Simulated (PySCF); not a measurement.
Geometry:
| atom | x (Å) | y (Å) | z (Å) |
| --- | --- | --- | --- |
| C1 | -1.579 | -0.802 | -1.385 |
| C2 | -0.374 | -0.713 | -0.468 |
| C3 | 0.184 | 0.694 | -0.211 |
| C4 | -0.729 | 1.622 | 0.566 |
| C5 | 1.520 | 0.396 | 0.479 |
| C6 | 2.028 | -0.909 | -0.162 |
| C7 | 0.854 | -1.467 | -0.967 |
| F8 | 1.044 | -1.177 | -2.312 |
| H9 | -1.919 | -1.842 | -1.500 |
| H10 | -2.424 | -0.218 | -0.991 |
| H11 | -1.330 | -0.418 | -2.385 |
| H12 | -0.628 | -1.151 | 0.517 |
| H13 | 0.396 | 1.139 | -1.201 |
| H14 | -0.983 | 1.191 | 1.549 |
| H15 | -0.250 | 2.597 | 0.744 |
| H16 | -1.671 | 1.812 | 0.030 |
| H17 | 2.236 | 1.227 | 0.391 |
| H18 | 1.339 | 0.248 | 1.557 |
| H19 | 2.375 | -1.631 | 0.591 |
| H20 | 2.865 | -0.743 | -0.856 |
| H21 | 0.748 | -2.563 | -0.895 |

Geometry: PBE0-D3(BJ)/def2-SVP; GIAO absolute shieldings from PySCF 2.14, gas phase, non-relativistic, averaged over equivalent atoms.

At HF/pcSseg-1 (201 basis functions, 12 s wall time on 1 thread of an Arm Neoverse V2, shared host):
| atoms | σ (ppm) |
| --- | --- |
| C7 | 102.4 |
| C2 | 148.2 |
| C3 | 158.0 |
| C5 | 160.1 |
| C6 | 161.4 |
| C4 | 172.9 |
| C1 | 178.6 |
| F8 | 417.3 |
| H21 | 27.44 |
| H20 | 29.88 |
| H17 | 29.97 |
| H19 | 30.02 |
| H13 | 30.48 |
| H9/H10/H11 | 30.56 |
| H14/H15/H16 | 30.71 |
| H18 | 30.90 |
| H12 | 31.39 |

**Question.** Estimate the result of repeating the calculation with PBE0/pcSseg-1.

**Answer.** 
```csv
atoms,σ at PBE0/pcSseg-1,change
C7,85.4,-17.0
C2,135.0,-13.2
C3,145.5,-12.5
C5,149.3,-10.8
C6,150.9,-10.5
C4,165.8,-7.1
C1,172.2,-6.4
F8,379.2,-38.1
H21,26.65,-0.79
H20,29.42,-0.46
H17,29.41,-0.56
H19,29.38,-0.64
H13,29.75,-0.73
H9/H10/H11,30.19,-0.37
H14/H15/H16,30.32,-0.39
H18,30.34,-0.56
H12,30.63,-0.76
```

The largest change is at F8 (fluorine on an sp3 carbon). Cost: 201 basis functions, 26 s wall time on 1 thread of an Arm Neoverse V2, shared host. The order of the carbon signals is the same at both levels.
